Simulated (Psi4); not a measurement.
trisilylphosphine (H$_{9}$PSi$_{3}$), singlet, at a GFN2-xTB geometry, with bond 7-1 at 1.6 times its length. Base run: HF/aug-cc-pVDZ in Psi4.

Psi4 was given this input:
```
memory 2 GB

molecule mol {
0 1
  Si   -0.731504    1.823058   -0.407917
  P     0.188212   -0.173504   -0.737277
  Si    1.864737   -0.162405    0.722091
  Si   -1.275283   -1.529703    0.242275
  H     0.236601    2.814525   -0.869990
  H    -1.054774    2.071249    1.000379
  H    -2.689262    1.882428   -1.683085
  H     2.822957    0.836621    0.255715
  H     2.443405   -1.503574    0.709543
  H     1.428875    0.171890    2.081382
  H    -0.684659   -2.865665    0.231555
  H    -2.496811   -1.479831   -0.557180
  H    -1.574971   -1.136111    1.622375
}

set basis aug-cc-pvdz
set reference rhf

energy('scf')
print_variables()
```

Variants of this job, named by their change:

```csv
change,ΔE vs base (µEh),SCF cycles,basis functions,outcome
base,0.0,7,189,converged
scf_type = pk,-79.7,7,189,converged
scf_type = out_of_core,-79.7,7,189,converged
ints_tolerance = 1e-8,0.0,7,189,converged
e_convergence = 1e-8,-0.1,9,189,converged
level_shift = 1.0,0.0,7,189,converged
d_convergence = 1e-8,-0.1,11,189,converged
cholesky_tolerance = 1e-3 (with scf_type cd),-,-,189,input refused
guess = gwh,-0.1,12,189,converged
scf_type = direct,-79.8,9,189,converged
damping_percentage = 20,1.1,12,189,converged
guess = sap,0.0,9,189,converged
d_convergence = 1e-4,0.0,7,189,converged
```

- cholesky_tolerance = 1e-3 (with scf_type cd): ended with `Fatal Error: Not enough memory for CD.`
